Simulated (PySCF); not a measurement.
**CaSe: one state, many levels of theory**

State: ¹Σ⁺ (singlet), closed shell. Set-up: basis Ca pcseg-1, Se pcseg-1; no relativity; PySCF 2.14. De refers to Ca + Se in their high-spin ground configurations, without counterpoise correction. A positive dipole means Ca(−)Se(+).

| Level | Re (Å) | ωe (cm⁻¹) | De (eV) | μ (D) | CPU s a point (SCF and correlation, without the integrals) |
| --- | --- | --- | --- | --- | --- |
| RHF | 2.488 | 370 | 1.17 | -12.60 | 0.054 |
| RHF-MP2 | 2.518 | 330 | 2.34 | n/a | 0.079 |
| RHF-SCS-MP2 | 2.524 | 327 | 2.15 | n/a | n/a |
| RHF-CCSD | 2.520 | 332 | 1.98 | n/a | n/a |
| RHF-CCSD(T) | 2.539 | 317 | 2.15 | n/a | 0.76 |
| PBE | 2.443 | 363 | 3.62 | -8.97 | 0.31 |
| PBEsol | 2.425 | 373 | 3.90 | -9.09 | 0.33 |
| PW91 | 2.440 | 366 | 3.70 | -9.01 | 0.46 |
| r²SCAN | 2.435 | 378 | 3.75 | -10.04 | 0.44 |
| PBE0 | 2.434 | 377 | 3.27 | -10.12 | 0.72 |
| MN15 | 2.426 | 373 | 2.72 | -10.15 | 0.51 |

The bond length runs from 2.425 Å (PBEsol) to 2.539 Å (RHF-CCSD(T)). De spans 1.17 eV (RHF, mean field) to 3.90 eV (PBEsol, GGA). Correlation at CCSD(T) changes the Hartree–Fock bond energy by +0.98 eV; the triples alone change it by +0.17 eV.

Correlated steps freeze 14 core orbitals. Correlated levels converge slowly with the basis: in double zeta they bind strong bonds too weakly, by up to about 1 eV, and carry superposition errors of some tenths. Where the molecule has an RHF reference, its open-shell atoms are computed with UHF. The CCSD T1 diagnostic is raised, a sign that a single reference may not be enough here.

The whole job (state search and all levels along the bond) took about 1.1 min on 1 thread of AMD EPYC 9R14 (shared host), peak memory 0.58 GiB.
